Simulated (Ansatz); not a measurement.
3-fluorothiophene (C4H3FS), SMILES Fc1ccsc1.

Geometry: B3LYP-D3(BJ)/def2-SVP.

Two levels are set side by side: PBE/def2-SVPD (Ansatz, a program for electronic structure) and PBE0/def2-SVPD (Ansatz). Energy differences of separate SCF runs at the same geometry; the states with an electron removed or added have multiplicity 2 and 2. Differences are taken from unrounded values.

```tsv
quantity	PBE
vertical ionisation energy (eV)	9.02
vertical singlet–triplet gap (eV)	3.79
```

Task: These are the PBE values. What does PBE0 give? (The exact figures need the calculation; the answer reports its results.)

Result: 
```json
[
 {"quantity": "vertical ionisation energy (eV)", "PBE0": "9.11", "PBE minus PBE0": "-0.10"},
 {"quantity": "vertical singlet–triplet gap (eV)", "PBE0": "3.71", "PBE minus PBE0": "0.08"}
]
```
